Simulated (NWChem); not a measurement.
System: HfH₄; SMILES [HfH4]

Here is an NWChem input.

```
start job
memory heap 200 mb stack 900 mb global 1100 mb
geometry units angstroms noautoz
  Hf     0.000000     0.000000     0.000000
  H      1.044139    -1.095332     1.070062
  H     -1.044139     1.095332     1.070062
  H     -1.095332    -1.044139    -1.070062
  H      1.095332     1.044139    -1.070062
end
basis spherical
  * library def2-svp
end
ecp
  Hf library def2-ecp
end
dft
  xc xcamb88 1.00 lyp 1.0 hfexch 1.00
  cam 0.33 cam_alpha 0.0 cam_beta 1.0
  iterations 150
  mulliken
end
task dft energy
```

Geometry: optimised at PBE-D3(BJ)/def2-SVP. def2 effective core potentials on Hf; no spin-orbit coupling.

Q: Give the results of this calculation. (LC-BLYP (range parameter 0.33 per bohr)/def2-SVP with def2 effective core potentials on Hf.) Quantities: energy (Ha); highest occupied level (eV); orbital gap (eV).

A: 
```
Quantity                     Result
---------------------------  ------
energy (Ha)                  -50.12
highest occupied level (eV)  -10.77
orbital gap (eV)              10.67
```
